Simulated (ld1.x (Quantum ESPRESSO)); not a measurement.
# Configuration tests for phosphorus (P) (ultrasoft)

P (Z = 15), ultrasoft, made with ld1.x (Quantum ESPRESSO) 7.5 (PW91, scalar-relativistic). Core [Ne], reference 3s2 3p1 (charge +2). Waves: 3s (bound): rcut 1.15, rcutus 1.35 bohr; 3s channel at -1.65 Ry: rcut 1.15, rcutus 1.35 bohr; 3p (bound): rcut 1.10, rcutus 1.35 bohr; 3p channel at 0.1 Ry: rcut 1.10, rcutus 1.35 bohr. Local part: all-electron potential smoothed inside 1.15 bohr (lloc = -1). Core correction: Bessel-smoothed model core, default radius (core density twice the valence density). Augmentation charge: PSQ, radius 1.05 bohr.

Energies are relative to the spin-unpolarised reference configuration 3s2 3p1; without spin polarisation the order of configurations can differ from experiment.

```csv
valence configuration,charge,ΔE all-electron (eV),error AE − PS (meV)
3s2 3p3,0,-28.983,+3.5
3s2 3p2,+1,-19.207,+1.3
3s1 3p4,0,-20.443,+8.9
3s1 3p0,+4,81.915,-54
3s2 3p3.3,-0.3,-30.302,+4.2
3s2 3p2.5,+0.5,-25.187,+2.3
```

Question: What are ΔE and the potential's error for 3s2 3p0?

Answer: ΔE = 29.821 eV all-electron; the error (AE − PS) is -4.2 meV.

Levels in the configuration 3s2 3p3:

| level | all-electron (eV) | pseudo (eV) |
| --- | --- | --- |
| 3s | -14.016 | -14.011 |
| 3p | -5.548 | -5.550 |

Note: ghost state, extra bound levels that the all-electron valence spectrum of the same l lacks: s at -64.5 eV. A true bound ghost makes a file unfit for plane-wave use.
